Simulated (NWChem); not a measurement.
System meant: SnHOCl, singlet; SMILES [Sn]([OH])[Cl]

Here is an NWChem input.

```
start job
memory heap 200 mb stack 900 mb global 1100 mb
geometry units angstroms noautoz
  Sn     0.338707     0.508764     0.000000
  Cl    -0.375337    -1.791982     0.000000
  O     -1.492989     1.282820     0.000000
  H     -2.196909     0.619777     0.000000
end
basis spherical
  * library def2-svp
end
ecp
  Sn library def2-ecp
end
dft
  odft
  mult 2
  xc xpbe96 cpbe96
  iterations 150
  mulliken
end
task dft energy
```

End of the output:

```
 Summary of "ao basis" -> "" (spherical)
 ------------------------------------------------------------------------------
       Tag                 Description            Shells   Functions and Types
 ---------------- ------------------------------  ------  ---------------------
 *                          def2-svp                  on all atoms

 Summary of "ao basis" -> "ao basis" (spherical)
 ------------------------------------------------------------------------------
       Tag                 Description            Shells   Functions and Types
 ---------------- ------------------------------  ------  ---------------------
 Sn                         def2-svp                10       26   4s4p2d
 Cl                         def2-svp                 8       18   4s3p1d
 O                          def2-svp                 6       14   3s2p1d
 H                          def2-svp                 3        5   2s1p

 Summary of "ao basis" -> "ao basis" (spherical)
 ------------------------------------------------------------------------------
       Tag                 Description            Shells   Functions and Types
 ---------------- ------------------------------  ------  ---------------------
 Sn                         def2-svp                10       26   4s4p2d
 Cl                         def2-svp                 8       18   4s3p1d
 O                          def2-svp                 6       14   3s2p1d
 H                          def2-svp                 3        5   2s1p

      Symmetry analysis of basis
      --------------------------

        a'         45
        a"         18

  number of electrons :                   48
  multiplicity        :                    2
 ------------------------------------------------------------------------
  no. of electrons and multiplicity not compatible                  48
 ------------------------------------------------------------------------
 ------------------------------------------------------------------------
  current input line :
    22: task dft energy
 ------------------------------------------------------------------------
 ------------------------------------------------------------------------
 There is an error in the input file
 ------------------------------------------------------------------------
 For more information see the NWChem manual at https://nwchemgit.github.io

0: no. of electrons and multiplicity not compatible:Received an Error in Communication
```

Task: Find the fault in this run and fix the input.

Result: The input was rejected before any calculation. Cause: the multiplicity doesn't fit the number of electrons (an even count wants an odd multiplicity, and the reverse). This input runs:
```
start job
memory heap 200 mb stack 900 mb global 1100 mb
geometry units angstroms noautoz
  Sn     0.338707     0.508764     0.000000
  Cl    -0.375337    -1.791982     0.000000
  O     -1.492989     1.282820     0.000000
  H     -2.196909     0.619777     0.000000
end
basis spherical
  Sn library def2-svp
  Cl library def2-svp
  O library def2-svp
  H library def2-svp
end
ecp
  Sn library def2-ecp
end
dft
  xc xpbe96 cpbe96
  iterations 150
  mulliken
end
task dft energy
```
It converges to -749.93145 Ha (PBE/def2-SVP with def2 effective core potentials on Sn).
